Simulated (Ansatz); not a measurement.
Consider the formal hydrolysis of the Si–As bond: `C[SiH2][SiH2][AsH2]` + H₂O → `C[SiH2][SiH2]O` + `[AsH3]`.

Computed with Ansatz on PBE0-D4/def2-TZVP structures; ΔE is electronic, products minus reactants. CBS: MP2 limit from def2 TZ/QZ plus the TZ coupled-cluster correction, frozen cores. This one scheme is used for every species. DFT in def2-TZVPP. For As outer-core shells are correlated without core-valence functions, which leaves a few kJ/mol of doubt a bond. Scalar relativity is left out up to krypton. One conformer a species, not always the lowest.

| level | ΔE (kcal/mol) |
| --- | --- |
| PBE-D4 | -6.8 |
| r2SCAN | -10.2 |

**Question.** What does CCSD(T)/CBS give? (Estimate.)

**Answer.** Computed: -8.8 kcal/mol. The listed levels differ from it by 2.0, -1.4 kcal/mol.

Largest T1 diagnostic among the species: 0.012.

The D4 term adds +2.3 kcal/mol with B3LYP and +1.3 kcal/mol with PBE0; it sums over pairs of atoms, weighted by their polarisabilities, and B3LYP, whose exchange is more repulsive, gets the larger term. In def2-TZVPP, CCSD(T) changes the Hartree–Fock value by +5.9 kcal/mol (the triples alone add +0.9 kcal/mol) and MP2 by +6.7 kcal/mol.

B3LYP here is the variant with VWN-RPA as its local correlation; programs differ in this.
